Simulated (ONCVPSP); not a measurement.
**Reading a pseudo-wave (thulium (Tm))**

Columns: radius, all-electron u(r) and pseudo u(r) of the 5s shell (level -68.07 eV) of thulium in the configuration [Kr] 4d10 4f12 5s2 5p6 5d1 6s0.5; PBE, scalar-relativistic, ONCV scheme, ONCVPSP 4.0.1.

```
r (bohr)  all-electron  pseudo
   0.163        0.3873  0.2383
   0.325       -0.4310  0.4589
   0.488       -0.4029  0.6492
   0.650        0.2576  0.7943
   0.813        0.7916  0.8873
   0.975        1.0366  0.9239
   1.138        1.0663  0.9071
   1.300        0.9754  0.8456
   1.463        0.8328  0.7513
   1.625        0.6813  0.6398
   1.788        0.5403  0.5237
   1.950        0.4202  0.4154
   2.113        0.3212  0.3205
   2.275        0.2430  0.2430
   2.438        0.1819  0.1819
   2.600        0.1354  0.1354
   2.763        0.1000  0.1000
   2.925        0.0737  0.0737
   3.088        0.0539  0.0539
   3.250        0.0394  0.0394
   3.413        0.0287  0.0287
   3.575        0.0208  0.0208
   3.738        0.0151  0.0151
   3.900        0.0109  0.0109
   4.063        0.0078  0.0078
   4.225        0.0057  0.0056
```

**Question.** How many radial nodes do the two functions have?

**Answer.** The all-electron 5s function has n − l − 1 = 4 (the table is too coarse to show those close to the nucleus); the pseudo-wave has 0, since the states of the same l below it are removed with the core.

**Question.** At about which radius was the pseudo-wave matched?

**Answer.** 2.30 bohr, where the columns begin to agree (steps of 0.16 bohr).

**Question.** Is the pseudo-wave norm-conserving?

**Answer.** Yes: the ONCV scheme keeps the norm inside the radius equal to the all-electron one, which fixes the energy derivative of the logarithmic derivative at the level.
